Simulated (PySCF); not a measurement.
# Highest orbital energy against ionisation energy along the 5p block

Calculated with PySCF 2.14, no spin-orbit coupling. Each cell gives −ε(HOMO) / ΔSCF in eV; NIST values include spin-orbit coupling, (s) semi-empirical, (t) theoretical.

| species | UHF | LDA | PBE | PBE0 | r2SCAN | NIST (lowest levels) |
| --- | --- | --- | --- | --- | --- | --- |
| In+ (aug-cc-pVTZ-DK3, spin-free X2C) | 17.292 / 17.020 | 15.279 / 19.391 | 14.899 / 18.960 | 15.716 / 18.653 | 15.088 / 18.682 | 18.870 |
| Sn+ (aug-cc-pVTZ-DK3, spin-free X2C) | 14.025 / 13.742 | 10.683 / 14.400 | 10.614 / 14.211 | 11.618 / 14.252 | 10.937 / 14.361 | 14.633 |
| Sb+ (aug-cc-pVTZ-DK3, spin-free X2C) | 16.391 / 16.003 | 12.628 / 16.662 | 12.554 / 16.466 | 13.683 / 16.531 | 12.927 / 16.640 | 16.626 ± 0.025 |
| Te+ (aug-cc-pVTZ-DK3, spin-free X2C) | 18.828 / 18.351 | 14.594 / 18.938 | 14.527 / 18.752 | 15.792 / 18.856 | 14.975 / 18.992 | 18.6 ± 0.4 |
| I+ (aug-cc-pVTZ-DK3, spin-free X2C) | 18.368 / 17.661 | 14.699 / 19.030 | 14.536 / 18.716 | 15.744 / 18.733 | 14.825 / 18.731 | 19.131 |
| Xe+ (aug-cc-pVTZ-DK3, spin-free X2C) | 20.868 / 20.069 | 16.756 / 21.384 | 16.585 / 21.059 | 17.919 / 21.107 | 16.923 / 21.103 | 20.975 (s) |

Task: How far is −ε(HOMO) from ΔSCF on average for each method, and why?

Result: UHF 0.49 eV; LDA -4.19 eV; PBE -4.07 eV; PBE0 -2.94 eV; r2SCAN -3.81 eV. Hartree-Fock orbital energies lack relaxation and so exceed the ΔSCF value; semilocal functionals have convex E(N) from self-interaction, so their HOMO lies far too high; exact exchange moves hybrids part of the way back.
